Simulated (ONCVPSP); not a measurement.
# indium: ONCV pseudisation with LDA (Perdew-Wang 92), fully relativistic reference atom.

ONCVPSP 4.0.1 input, shortened (lines: element, Z, core and valence counts, functional; n l f; lmax; l rc ep ncon nbas qcut; lloc lpopt rc5 dvloc0; l nproj debl; icmod fcfact rcfact), LDA (Perdew-Wang 92), fully relativistic:

```
  In 49.00    8    3  -001012      upf
    1    0    2.00
    2    0    2.00
    2    1    6.00
    3    0    2.00
    3    1    6.00
    3    2   10.00
    4    0    2.00
    4    1    6.00
    4    2   10.00
    5    0    2.00
    5    1    0.50
    2
    0    1.80    0.00    4    8    4.40
    1    2.55    0.00    5    9    3.40
    2    1.40    0.00    4    8   10.30
    4    5    0.95    0.00
    0    2    2.20
    1    2    3.70
    2    2    3.70
    2    0.40    0.75
```

Open shells are filled in proportion to 2j + 1.

All-electron outer shells of the reference configuration (LDA (PZ), scalar-relativistic, ld1.x):

```
shell  level (eV)  outermost node (bohr)  outermost maximum (bohr)
   4s     -123.00                   0.41                      0.77
   4p      -81.59                   0.42                      0.82
   4d      -22.25                   0.40                      0.94
   5s      -11.73                   1.02                      2.13
   5p       -5.54                   1.14                      2.71
```

What the tests gave:

```json
{
  "Cutoffs needed": "39 Ha and 47 Ha (the cutoffs (Ha) at which the residual kinetic energy of the hardest occupied pseudo-wave falls to 1 and 0.1 mHa per electron)",
  "Ghost test": "ghosts flagged at negative energy: s at -107.8 eV, p3/2 at -41.2 eV, p1/2 at -31.5 eV; GHOST(+) flagged for s at 165.3 eV; a true bound ghost makes a file unfit for plane-wave use",
  "Largest excitation error": "-3.4 meV (all-electron minus pseudo) for 4d10 5s1 5p0, out of 4 test configurations",
  "rms error of d²Exc/dni dnj": "6.47 mHa without and 3.73 mHa with the model core"
}
```

Generation and tests took about 7.4 s on one core of a shared server CPU.
